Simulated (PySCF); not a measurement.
Compound: C7H18PSi (charge +1).
Atom-mapped SMILES: `[CH2:1]=[C:2]([CH3:3])[P@@H+:4]([CH2:5][SiH3:6])[CH2:7][CH2:8][CH3:9]` (hydrogens: H10, H11 on C1; H12, H13, H14 on C3; H15 on P4; H16, H17 on C5; H18, H19, H20 on Si6; H21, H22 on C7; H23, H24 on C8; H25, H26, H27 on C9)

Geometry (PBE0-D3(BJ)/def2-SVP, Å), atoms numbered from 1 in this order:
```
atom  x, y, z in Å
C1    -0.8076   -0.3464   -2.0324
C2    -0.9791    0.0719   -0.7712
C3    -1.8563   -0.5866    0.2510
P4    -0.0854    1.5396   -0.2396
C5    -1.1768    2.8736    0.2576
Si6   -0.3056    4.5273    0.7034
C7     1.0662    1.1382    1.1020
C8     1.9715   -0.0612    0.8202
C9     2.8950    0.1184   -0.3736
H10   -0.1576    0.1679   -2.7460
H11   -1.3281   -1.2379   -2.3967
H12   -1.2799   -0.9244    1.1273
H13   -2.3518   -1.4654   -0.1835
H14   -2.6417    0.0955    0.6142
H15    0.6489    1.9912   -1.3554
H16   -1.7714    2.5280    1.1202
H17   -1.8771    3.0491   -0.5767
H18    0.6738    4.8180   -0.3827
H19    0.4069    4.3402    1.9972
H20   -1.3596    5.5685    0.7949
H21    0.4408    0.9769    1.9968
H22    1.6546    2.0528    1.2929
H23    2.5666   -0.2294    1.7314
H24    1.3553   -0.9669    0.6939
H25    2.3452    0.1638   -1.3278
H26    3.5906   -0.7285   -0.4537
H27    3.5004    1.0342   -0.2849
```

All values: PBE0/pcSseg-1 (PySCF, non-relativistic), on one gas-phase PBE0-D3(BJ)/def2-SVP geometry that isn't relaxed in the solvent. The solvent is an IEF-PCM continuum (cavity from Bondi-type radii × 1.2). Only the electrostatic response of the medium enters.

| run | E − E(gas) (kJ/mol) | HOMO (eV) | HOMO–LUMO gap (eV) |
| --- | --- | --- | --- |
| gas | 0.00 | -12.16 | 7.22 |
| P | -187.26 | -8.68 | 7.22 |
| Q | -207.91 | -8.33 | 7.22 |

Question: The runs were made in dichloromethane and dimethylsulfoxide. Which run belongs to which solvent?

Answer: P = dichloromethane, Q = dimethylsulfoxide. The dielectric constants are 8.93 (dichloromethane), 46.83 (dimethylsulfoxide), and the energy falls further as ε rises. In this model the ground state sees the solvent through ε alone.

Question: How constant is the ratio of the lowering to 1 − 1/ε?

Answer: 
```csv
solvent,1 − 1/ε,E − E(gas) (kJ/mol),ratio (kJ/mol),polarisation term (kJ/mol)
dichloromethane,0.888,-187.26,-210.9,-192.53
dimethylsulfoxide,0.979,-207.91,-212.4,-215.44
```

The ratio changes by +0.7 % in size from dichloromethane to dimethylsulfoxide. The polarisation term is half the interaction of the solute with the induced surface charges.
